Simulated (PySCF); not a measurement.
**Co²⁺ (cobalt, charge +2) across methods**

[Ar] 3d7, high-spin 4F determinant. All numbers are calculated (PySCF 2.14, scalar relativity by spin-free X2C-1e, in ANO-RCC-VTZP (6s5p3d2f1g, 59 functions)).

| method | E (hartree) | mean ε 3p β (eV) | mean ε 3d α (eV) | mean ε 3d β (eV) | Σ⟨r²⟩ (bohr²) | ⟨S²⟩ |
| --- | --- | --- | --- | --- | --- | --- |
| PBE0 | -1392.088 | -86.858 | -31.283 | -28.670 | 16.36 | 3.751 |
| PBE | -1392.061 | -82.861 | -28.559 | -26.211 | 16.46 | 3.751 |
| LDA | -1389.612 | -82.969 | -28.816 | -26.197 | 16.47 | 3.751 |
| UHF | -1391.03454 | -97.370 | -38.566 | -34.959 | 16.21 | 3.754 |
| r2SCAN | -1392.280 | -84.057 | -28.991 | -26.541 | 16.36 | 3.752 |
| BHandHLYP | -1392.297 | -90.705 | -33.902 | -31.159 | 16.31 | 3.752 |
| wB97X | -1392.350 | -89.052 | -33.547 | -31.103 | 16.35 | 3.752 |

**Question.** Estimate the same row for PBEsol.

**Answer.** E (hartree) = -1390.795; mean ε 3p β (eV) = -82.764; mean ε 3d α (eV) = -28.559; mean ε 3d β (eV) = -26.046; Σ⟨r²⟩ (bohr²) = 16.46; ⟨S²⟩ = 3.751.
